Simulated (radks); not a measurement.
Question: These are the eigenvalues of the occupied orbitals of an atom or ion with whole-number occupations (hartree). Method: Dirac Kohn-Sham, PBE, spin-unpolarised, spherical densities, finite nucleus; Fermi nuclear charge, rms radius of each element as measured or else 0.836 A^(1/3) + 0.57 fm; computed with a radial shooting solver on a logarithmic mesh with Libxc functionals.

1s1/2: -660.6302
2s1/2: -96.45343
2p1/2: -88.79933
2p3/2: -85.64036
3s1/2: -20.44857
3p1/2: -17.59303
3p3/2: -17.08478
3d3/2: -12.05156
3d5/2: -11.95769
4s1/2: -6.86512
4p1/2: -5.97929
4p3/2: -5.88259

Which element is it, and in what charge state? The configuration may be excited. Open shells, if any, are shared by 2j + 1.

Answer: Z = 40, zirconium, charge +9: Zr9+ in [Ar] 3d10 4s2 4p1. The list shows which subshells hold electrons but not how many an open one holds; the 1s level, -660.63 hartree, gives Z - s = 36.3 by -(Z - s)^2/2, which with screening and relativity narrows Z to a few neighbours, and the depths of the outer levels then fix element, charge and occupations together.
